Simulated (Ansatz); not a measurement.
A structure relaxed at PBE-D4/def2-SVP in Ansatz, charge 0, singlet:

```xyz
5

Hf   -0.574   -1.149   -1.618
Hf    1.319    0.803   -1.372
Hf   -1.103    1.072   -0.016
Si    0.781   -0.843    0.677
Si   -0.423    0.116    2.329
```

Give its formula and point group.

the cluster Hf3Si2. Point group Cs (tolerance 0.1 Å).

Summarise the bond lengths by kind (pairs closer than 1.2 times the sum of covalent radii, bridged metal pairs left out).

4 × Hf–Si 2.62 to 2.78 Å; 3 × Hf–Hf 2.73 to 2.79 Å; 1 × Si–Si 2.26 Å.

In the def2 sets Hf takes a core potential; there is no spin–orbit coupling. The restricted singlet is unstable towards broken spin symmetry in Hartree–Fock (as tested in another run); at PBE-D4/def2-SVP this wasn't settled. The relaxation made no stability test and no search for a lower SCF solution. No other spin state of charge 0 was run. Another isomer (triplet) lies 2.57 eV lower at PBE0-D4/def2-TZVP; other spin states weren't run for this one.
